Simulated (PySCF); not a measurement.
Several compounds and their computed core spectra got separated.

Method used: delta-SCF UKS SCAN, pcX-2 on the ionised atom, pcseg-1 elsewhere, spin-free X2C in PySCF. Geometries: PBE0-D3(BJ)/def2-SVP; isolated species, one conformer each.

Line lists (1s up to Mg, 2p3/2 beyond; areas count atoms within a level, one atom standing for each set equivalent by bonding):
1. C 1s: 293.56 (area 1), 297.97 (area 1) eV; N 1s: 406.71 eV; F 1s: 694.59 eV
2. F 1s: 692.22 eV; Si 2p3/2: 106.93 (area 1), 107.90 (area 1) eV
3. C 1s: 290.75 (area 1), 290.76 (area 1), 291.32 (area 1), 293.87 (area 1) eV; O 1s: 539.52 eV
4. B 1s: 195.18 (area 1), 195.28 (area 1) eV; C 1s: 289.36 eV; N 1s: 405.83 eV; Si 2p3/2: 106.27 eV

Structures:
A. `[SiH3]C[BH-]1[NH2+][BH2-][NH2+]1`
B. `CCC=C=O`
C. `N#CC(F)F`
D. `F[SiH2][SiH3]`

**Question.** Which list belongs to which compound?

**Answer.** 
- 1 = C: no other candidate has this set of levels. C 1s: 293.56 nitrile carbon, 297.97 CHF2 carbon; N 1s: 406.71 nitrile nitrogen; F 1s: 694.59 fluorine of a CF2 group (×2).
- 2 = D: no other candidate has this set of levels. F 1s: 692.22 silicon-bound fluorine; Si 2p3/2: 106.93 SiH3 silicon, 107.90 fluorine-bound silicon.
- 3 = B: no other candidate has this set of levels. C 1s: 290.75 methyl carbon, 290.76 outer carbon of cumulated double bonds, 291.32 chain CH2 carbon, 293.87 central carbon of a ketene; O 1s: 539.52 oxygen bonded to C.
- 4 = A: no other candidate has this set of levels. B 1s: 195.18 four-coordinate boron, 195.28 four-coordinate boron; C 1s: 289.36 sp3 carbon bound to silicon; N 1s: 405.83 nitrogen bonded to 2 B and 2 H (×2); Si 2p3/2: 106.27 SiH3 silicon.

Spin–orbit and ligand-field terms were added within each 2p shell after the spin-free SCF. 1 of these hole states is spin-contaminated (⟨S²⟩ 0.85, against 0.75; counted from 0.85) and less certain.
